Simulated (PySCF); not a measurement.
Al(H)(Me)(OiPr), C4H11AlO, SMILES [CH3][AlH][O]C(C)C, singlet, GFN2-xTB optimised geometry.

```
17

Al    -1.22     0.07     0.00
H     -1.83     1.47     0.00
C     -2.34    -1.58     0.02
H     -3.41    -1.35     0.02
H     -2.15    -2.20     0.91
H     -2.15    -2.22    -0.84
O      0.43     0.07     0.00
C      1.82     0.10    -0.10
C      2.26     1.33    -0.89
C      2.32    -1.19    -0.75
H      2.23     0.16     0.92
H      1.86     1.27    -1.90
H      3.34     1.38    -0.94
H      1.87     2.22    -0.42
H      1.99    -2.05    -0.18
H      1.92    -1.27    -1.76
H      3.41    -1.19    -0.81
```

Density from B3LYP/def2-SVP (PySCF) at that geometry.

Minimum of the electron density along straight lines between bonded atoms, close to the bond critical point (lines longer than 1.1 times the sum of covalent radii, or with two minima, are not listed):

| bond | length / Å | ρ at the minimum / e bohr⁻³ | ∇²ρ there / e bohr⁻⁵ | position (fraction from the first atom) |
|---|---|---|---|---|
| Al1–H2 | 1.534 | [?] | 0.31 | 0.51 |
| Al1–C3 | 1.994 | [?] | 0.30 | 0.40 |
| C3–H4 | 1.092 | 0.267 | -0.93 | 0.62 |
| C3–H5 | 1.095 | 0.265 | -0.91 | 0.62 |
| C3–H6 | 1.095 | 0.265 | -0.91 | 0.62 |
| Al1–O7 | 1.645 | 0.103 | 1.05 | 0.44 |
| O7–C8 | 1.398 | 0.253 | -0.26 | 0.66 |
| C8–C9 | 1.527 | 0.251 | -0.60 | 0.51 |
| C8–C10 | 1.527 | 0.251 | -0.60 | 0.51 |
| C8–H11 | 1.101 | 0.281 | -1.04 | 0.63 |
| C9–H12 | 1.088 | 0.277 | -1.01 | 0.62 |
| C9–H13 | 1.087 | 0.277 | -1.01 | 0.62 |
| C9–H14 | 1.087 | 0.278 | -1.03 | 0.63 |
| C10–H15 | 1.087 | 0.277 | -1.02 | 0.63 |
| C10–H16 | 1.088 | 0.277 | -1.01 | 0.62 |
| C10–H17 | 1.087 | 0.277 | -1.01 | 0.62 |

### Question
Complete the blanks.

### Answer

- Al1–H2, ρ at the minimum / e bohr⁻³: 0.086
- Al1–C3, ρ at the minimum / e bohr⁻³: 0.079
